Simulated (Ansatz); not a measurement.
HF₃Sn (SMILES [F][SnH]([F])[F]), singlet, geometry from GFN2-xTB (such geometries of metal compounds can be far from the true shape) (all electrons, no relativity), with bond 3-1 at 1.8 times its length; SC-NEVPT2/STO-3G, CASSCF(6,5) run with Ansatz (a quantum-chemistry and plane-wave program).

The Ansatz input:
Ansatz 0.2 input:
```yaml
crystal:
  periodic: [false, false, false]
  atoms:
    - {symbol: Sn, position_ang: [-0.13197802, -0.04410771, 0.22363270]}
    - {symbol: F, position_ang: [1.76339505, 0.13553926, 0.40849642]}
    - {symbol: F, position_ang: [-0.43857078, -2.48673977, -2.18351135]}
    - {symbol: F, position_ang: [-0.62011529, 1.54664343, -0.71982877]}
    - {symbol: H, position_ang: [-0.96985082, -0.32412897, 1.64338236]}
basis:
  gaussian:
    orbitals: STO-3G
magnetization: {spin_polarized: false}
correlation: {method: sc_nevpt2, electrons: all, active_space: {window: {electrons: 6, orbitals: 5}}}
```

Task: What does Ansatz print? Leave out banner, timings and long lists.

Result: 
```
Functional definition: HF
587 factors; integrals over basis functions are off by at most 3.6e-5 eV
mean field evaluation 1: about -170272.4513 eV, gradient 2.4e1 eV
mean field evaluation 2: about -170272.4824 eV, gradient 2.4e1 eV
mean field evaluation 4: about -170277.0207 eV, gradient 1.0e1 eV
mean field evaluation 8: about -170280.6585 eV, gradient 4.0e0 eV
mean field evaluation 16: about -170280.7980 eV, gradient 1.2e-5 eV
mean field evaluation 32: about -170280.8054 eV, gradient 5.5e-2 eV
mean field -170280.79795986 eV, -6257.7039045545 hartree, gradient 1.9e-6 eV, S^2 0.000000; 3 other end points of the search recorded, 0 dependent functions left out; unrestricted orbitals would lower it
reference -170280.79795986 eV, -6257.7039045545 hartree; 39, 39 occupied and 4, 4 virtual orbitals, 587 factors
state -170286.91819580 eV, -6257.9288190770 hartree
state -170286.91819580 eV, -6257.9288190770 hartree; corrected -170288.03230066 eV, -6257.9697616754 hartree
Total energy: -170288.03230066 eV, -6257.9697616754 hartree
```
